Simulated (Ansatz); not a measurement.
Born–Oppenheimer molecular dynamics of CH3NTeZn (7 atoms, charge 0, multiplicity 1). It starts at the highest image of a converged band. Of that band: Neighbouring images differ by up to 2.4 eV, so the band resolves the path poorly. A vibrational analysis at the climbing image gives one clearly imaginary mode, 1692i cm⁻¹: a first-order saddle point.

The calculation used Ansatz 0.2.0, RKS CAM-B3LYP/def2-SVP.

```yaml
ensemble: NVE (velocity Verlet)
time_step: 0.5 fs
steps_asked: 167
starting_velocities_drawn_for: 100 K
seed: 9640
```

Frames 1 fs apart, positions in Å, forces in eV/Å.

Velocities at 35 fs (Å/ps):

```
C 3.81 -4.09 4.45
N 9.45 2.46 1.66
Zn -4.33 3.39 -2.01
Te 0.52 -1.61 -0.13
H -29.54 61.03 -24.39
H 85.00 -86.61 96.43
H -16.65 23.46 -1.48
```

```xyz
7
Properties=species:S:1:pos:R:3:forces:R:3 time_fs=35 energy_less_start_eV=-1.750 T=2797
C -0.524 0.357 0.018 -0.15 2.36 -0.46
N 0.878 0.155 0.203 1.50 -1.00 1.42
Zn 1.062 -1.687 -0.024 -0.85 0.15 -0.51
Te -1.204 -1.278 -1.334 0.42 0.16 0.44
H -1.262 0.452 0.900 1.10 -0.36 -0.87
H -0.362 1.411 -0.459 -1.82 -1.35 0.04
H 1.329 0.794 0.858 -0.19 0.05 -0.06
7
Properties=species:S:1:pos:R:3:forces:R:3 time_fs=36 energy_less_start_eV=-1.519 T=2436
C -0.521 0.354 0.022 -0.71 0.22 0.50
N 0.888 0.157 0.205 1.64 -1.33 1.71
Zn 1.058 -1.683 -0.026 -0.76 0.05 -0.44
Te -1.204 -1.280 -1.334 0.46 0.29 0.48
H -1.286 0.511 0.872 1.21 -0.75 -0.60
H -0.286 1.321 -0.364 -1.79 1.54 -1.61
H 1.311 0.818 0.856 -0.04 -0.02 -0.04
7
Properties=species:S:1:pos:R:3:forces:R:3 time_fs=37 energy_less_start_eV=-0.975 T=1608
C -0.518 0.351 0.027 -1.70 -2.80 1.38
N 0.900 0.158 0.208 1.72 -1.59 1.96
Zn 1.054 -1.680 -0.028 -0.66 -0.06 -0.38
Te -1.203 -1.281 -1.334 0.49 0.42 0.50
H -1.298 0.562 0.838 1.12 -1.05 -0.18
H -0.227 1.246 -0.285 -1.08 5.17 -3.26
H 1.294 0.842 0.854 0.11 -0.08 -0.01
7
Properties=species:S:1:pos:R:3:forces:R:3 time_fs=38 energy_less_start_eV=-0.600 T=1036
C -0.516 0.345 0.033 -1.99 -3.63 1.10
N 0.912 0.158 0.213 1.59 -1.64 2.11
Zn 1.049 -1.677 -0.030 -0.57 -0.20 -0.32
Te -1.203 -1.283 -1.335 0.52 0.52 0.52
H -1.300 0.604 0.803 0.84 -1.23 0.34
H -0.178 1.219 -0.236 -0.65 6.35 -3.77
H 1.277 0.864 0.852 0.26 -0.17 0.02
7
Properties=species:S:1:pos:R:3:forces:R:3 time_fs=39 energy_less_start_eV=-0.663 T=1122
C -0.516 0.337 0.039 -0.66 -1.17 -0.31
N 0.925 0.157 0.219 1.18 -1.42 2.15
Zn 1.044 -1.673 -0.032 -0.48 -0.34 -0.27
Te -1.202 -1.284 -1.335 0.53 0.57 0.53
H -1.294 0.634 0.770 0.42 -1.25 0.90
H -0.136 1.251 -0.223 -1.40 3.90 -3.04
H 1.262 0.885 0.850 0.41 -0.29 0.04
7
Properties=species:S:1:pos:R:3:forces:R:3 time_fs=40 energy_less_start_eV=-0.763 T=1274
C -0.516 0.328 0.046 1.14 1.66 -1.78
N 0.939 0.155 0.227 0.54 -1.04 2.06
Zn 1.039 -1.670 -0.035 -0.41 -0.45 -0.24
Te -1.202 -1.286 -1.334 0.53 0.59 0.56
H -1.284 0.652 0.747 -0.01 -1.14 1.38
H -0.108 1.319 -0.238 -2.32 0.80 -2.04
H 1.252 0.903 0.848 0.53 -0.41 0.06
7
Properties=species:S:1:pos:R:3:forces:R:3 time_fs=41 energy_less_start_eV=-0.739 T=1241
C -0.515 0.321 0.051 2.39 3.29 -2.74
N 0.954 0.152 0.235 -0.17 -0.66 1.90
Zn 1.035 -1.667 -0.037 -0.36 -0.51 -0.22
Te -1.201 -1.287 -1.334 0.53 0.57 0.59
H -1.274 0.659 0.736 -0.29 -1.00 1.64
H -0.101 1.396 -0.273 -2.71 -1.21 -1.24
H 1.247 0.917 0.847 0.60 -0.49 0.07
7
Properties=species:S:1:pos:R:3:forces:R:3 time_fs=42 energy_less_start_eV=-0.712 T=1203
C -0.513 0.316 0.053 2.95 4.07 -3.13
N 0.968 0.149 0.246 -0.84 -0.38 1.68
Zn 1.030 -1.663 -0.039 -0.34 -0.52 -0.23
Te -1.200 -1.288 -1.334 0.54 0.54 0.62
H -1.267 0.657 0.741 -0.29 -0.92 1.60
H -0.120 1.462 -0.320 -2.66 -2.28 -0.63
H 1.247 0.927 0.847 0.64 -0.50 0.09
7
Properties=species:S:1:pos:R:3:forces:R:3 time_fs=43 energy_less_start_eV=-0.780 T=1308
C -0.508 0.314 0.054 2.93 4.47 -3.05
N 0.982 0.146 0.257 -1.40 -0.19 1.41
Zn 1.025 -1.660 -0.042 -0.33 -0.50 -0.25
Te -1.199 -1.290 -1.334 0.55 0.48 0.65
H -1.262 0.646 0.761 -0.02 -0.95 1.26
H -0.165 1.507 -0.373 -2.39 -2.86 -0.15
H 1.254 0.932 0.847 0.65 -0.45 0.13
7
Properties=species:S:1:pos:R:3:forces:R:3 time_fs=44 energy_less_start_eV=-0.962 T=1589
C -0.501 0.315 0.052 2.54 4.65 -2.68
N 0.995 0.142 0.270 -1.85 -0.04 1.10
Zn 1.020 -1.657 -0.044 -0.33 -0.48 -0.29
Te -1.198 -1.291 -1.334 0.57 0.42 0.68
H -1.257 0.625 0.792 0.40 -1.02 0.72
H -0.232 1.524 -0.428 -1.98 -3.18 0.26
H 1.266 0.932 0.849 0.65 -0.36 0.20
7
Properties=species:S:1:pos:R:3:forces:R:3 time_fs=45 energy_less_start_eV=-1.242 T=2021
C -0.491 0.321 0.047 1.95 4.57 -2.16
N 1.007 0.138 0.283 -2.17 0.11 0.76
Zn 1.015 -1.654 -0.046 -0.34 -0.45 -0.33
Te -1.197 -1.292 -1.333 0.58 0.36 0.71
H -1.249 0.595 0.831 0.80 -1.03 0.13
H -0.318 1.511 -0.480 -1.45 -3.29 0.62
H 1.285 0.929 0.853 0.62 -0.26 0.26
7
Properties=species:S:1:pos:R:3:forces:R:3 time_fs=46 energy_less_start_eV=-1.584 T=2548
C -0.480 0.330 0.041 1.29 4.05 -1.56
N 1.017 0.135 0.297 -2.37 0.33 0.42
Zn 1.010 -1.651 -0.049 -0.34 -0.43 -0.37
Te -1.196 -1.294 -1.333 0.60 0.27 0.74
H -1.232 0.555 0.871 1.08 -0.94 -0.41
H -0.418 1.467 -0.526 -0.82 -3.08 0.89
H 1.310 0.924 0.859 0.56 -0.21 0.29
```

Of the whole run (84 fs, mean temperature of the second half 1981 K): The conserved energy stayed within 1.3 meV per atom of its start (net change -0.92 meV per atom), so the integration is sound. The kinetic energy rose, since the run started high on the potential surface and went downhill. A run of 0.084 ps of so small a system gives no equilibrium averages. The orbitals stay closed-shell, which can raise the energy where a bond breaks towards radicals; this wasn't checked here.

The run took 14 min on 2 threads of Intel(R) Xeon(R) Platinum 8488C (Sapphire Rapids), on a shared host, peak memory 0.32 GiB.
